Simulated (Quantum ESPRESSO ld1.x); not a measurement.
Ne III, configuration [He] 2s1.5 2p4 3p0.5 (fractional occupations, a model configuration). All-electron calculation, non-relativistic Kohn-Sham, PW91, spin-unpolarised, spherical densities, point nucleus. Program: ld1.x of Quantum ESPRESSO 7.5.

X-ray form factor f0, the Fourier transform of the density (f0(0) = 8):

sin(theta)/lambda (1/angstrom)  f0 (electrons)
0.05                                     7.832
0.1                                      7.416
0.15                                     6.903
0.2                                      6.377
0.25                                     5.850
0.3                                      5.323
0.4                                      4.314
0.5                                      3.458
0.6                                      2.804
0.8                                      2.011
1                                        1.631
1.25                                     1.385
1.5                                      1.215
2                                        0.921
